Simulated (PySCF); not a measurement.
# Spinor energies of Si⁻ (silicon, charge -1)

Start: [Ne] 3s2 3p3; 3p1/2 filled at m_j = -1/2, +1/2; 3p3/2 filled at m_j = +3/2. Calculated with PySCF 2.14 in x2c-TZVPall-2c with one added diffuse shell each of s, p type (6s7p2d1f, 44 functions): generalised Hartree-Fock with the X2C-1e Hamiltonian and a Gaussian nucleus; one run each with spin-orbit coupling (SO) switched off, then screened by Boettger's factors.

```json
{"spinor shell": "1s1/2", "electrons": "2", "ε, spin-free (eV)": "-1869.9", "ε, screened SO (eV)": "-1869.9", "weight of nominal j (screened SO)": "1.000", "rms radius, screened SO (bohr)": "0.129"}
{"spinor shell": "2s1/2", "electrons": "2", "ε, spin-free (eV)": "-161.20", "ε, screened SO (eV)": "-161.20", "weight of nominal j (screened SO)": "1.000", "rms radius, screened SO (bohr)": "0.613"}
{"spinor shell": "2p1/2", "electrons": "2", "ε, spin-free (eV)": "-108.78", "ε, screened SO (eV)": "-109.36", "weight of nominal j (screened SO)": "0.867", "rms radius, screened SO (bohr)": "0.598"}
{"spinor shell": "3s1/2", "electrons": "2", "ε, spin-free (eV)": "-8.279", "ε, screened SO (eV)": "-8.279", "weight of nominal j (screened SO)": "1.000", "rms radius, screened SO (bohr)": "2.51"}
{"spinor shell": "3p1/2", "electrons": "2", "ε, spin-free (eV)": "-1.676", "ε, screened SO (eV)": "-1.683", "weight of nominal j (screened SO)": "0.504", "rms radius, screened SO (bohr)": "3.61"}
{"spinor shell": "3p3/2", "electrons": "1", "ε, spin-free (eV)": "-1.676", "ε, screened SO (eV)": "-1.663", "weight of nominal j (screened SO)": "1.000", "rms radius, screened SO (bohr)": "3.62"}
```

**Question.** Where does 2p3/2 lie, and what is the 2p spin-orbit splitting (screened SO)?

**Answer.** At -108.49 eV, 0.872 eV above 2p1/2.

```
   quantity   spin-free  screened SO
E (hartree)  -289.48528   -289.48554
        M_J         3/2          3/2
       ⟨J²⟩       3.751        3.751
       ⟨L²⟩       0.000        0.000
       ⟨S²⟩       3.751        3.751
```

Each row is a mean over spinors that exchange with the open shell spreads, by up to 5.331 eV (3s1/2).

Rows whose weight is well below 1 are mixtures of j = l ± 1/2: exchange outweighs spin-orbit coupling there, and the label is only the starting occupation.

Without spin-orbit coupling the j labels of p, d and f shells carry no meaning; the spin-free column gives the mean over the occupied spinors of each nl shell.
